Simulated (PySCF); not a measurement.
Geometry:
| atom | x (Å) | y (Å) | z (Å) |
| --- | --- | --- | --- |
| B1 | 0.780 | 1.318 | 0.002 |
| Cl2 | 1.667 | 1.875 | -1.428 |
| Cl3 | 0.823 | 2.370 | 1.428 |
| N4 | 0.083 | 0.110 | 0.006 |
| C5 | -0.661 | -0.378 | 1.146 |
| C6 | 0.018 | -0.777 | -1.135 |
| H7 | -1.725 | -0.510 | 0.887 |
| H8 | -0.589 | 0.323 | 1.984 |
| H9 | -0.271 | -1.358 | 1.473 |
| H10 | 0.597 | -0.372 | -1.972 |
| H11 | 0.420 | -1.771 | -0.877 |
| H12 | -1.027 | -0.912 | -1.462 |

[PySCF 2.14: GIAO B3LYP/pcSseg-1 shieldings; PBE0-D3(BJ)/def2-SVP geometry; non-relativistic Hamiltonian; isolated molecule; equivalent nuclei averaged; single conformer]

Referencing at the same level of theory: ¹³C (σ = 179.24 ppm) and ¹H (σ = 31.38 ppm) vs TMS; ¹¹B (σ = 97.83 ppm) vs BF3·OEt2; HCl for ³⁵Cl (σ = 930.46 ppm); ¹⁵N (σ = 263.54 ppm) vs NH3.

| atoms | nucleus | count | δ (ppm) |
| --- | --- | --- | --- |
| Cl2/Cl3 | ³⁵Cl | 2 | 119 |
| B1 | ¹¹B | 1 | ? |
| N4 | ¹⁵N | 1 | ? |
| C5/C6 | ¹³C | 2 | 40.8 |
| H7/H8/H9/H10/H11/H12 | ¹H | 6 | 2.95 |

Problem. Fill in the missing shifts.

Solution. 
- B1: 34.6 ppm, boron bonded to 2 Cl, N
- N4: 120.7 ppm, nitrogen bonded to 2 C, B

Shifts are as computed. Against solution values, carbons near 30 ppm lie about +2 ppm off and those near 130 ppm about +6 ppm. Of 1211 compounds with measured shifts, 218 miss one by over three times the rms of a fit or turn the order of signals round; such compounds aren't used in these exercises. The averaged H atoms aren't alike in the static structure (σ from 27 to 29 ppm); the average presumes fast exchange among these sites. Experimental scales use liquid or dissolved standards, which lie at an offset from isolated NH3 (liquid NH3: subtract about 20 ppm).
